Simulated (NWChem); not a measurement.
# SiH4O3; SMILES O[SiH](O)O

```xyz
8

Si     0.0245    -0.0364     0.3448
O     -1.5159     0.3326    -0.1801
O      0.4255    -1.5567    -0.2056
O      0.9725     1.2064    -0.2639
H      0.1672    -0.1441     1.8270
H     -1.6318     1.2735    -0.3999
H      0.1816    -1.7188    -1.1347
H      1.8827     1.2408     0.0773
```
Atoms are numbered in this order, from 1.

Results from NWChem. Pople sets run with spherical d functions. Geometry: optimised at PBE-D3(BJ)/def2-SVP. Level TPSS/6-31G*: energy and gradient; each run changes one setting, and changes count from the defaults (medium grid, exact Coulomb integrals, symmetry on).

```json
[
 {"setting": "defaults", "size of the energy change (μHa)": "< 10", "largest change of a gradient component (μHa/bohr)": "< 30", "time, defaults = 1 (rough)": "about 1"},
 {"setting": "coarse grid", "size of the energy change (μHa)": "200", "largest change of a gradient component (μHa/bohr)": "300", "time, defaults = 1 (rough)": "about 1"},
 {"setting": "extra-fine grid", "size of the energy change (μHa)": "< 10", "largest change of a gradient component (μHa/bohr)": "100", "time, defaults = 1 (rough)": "about 1"},
 {"setting": "symmetry off", "size of the energy change (μHa)": "< 10", "largest change of a gradient component (μHa/bohr)": "other frame", "time, defaults = 1 (rough)": "about 1"},
 {"setting": "tight SCF thresholds and tolerances", "size of the energy change (μHa)": "< 10", "largest change of a gradient component (μHa/bohr)": "40", "time, defaults = 1 (rough)": "about 1"},
 {"setting": "Coulomb fitting, Ahlrichs set", "size of the energy change (μHa)": "500", "largest change of a gradient component (μHa/bohr)": "80", "time, defaults = 1 (rough)": "0.5"}
]
```
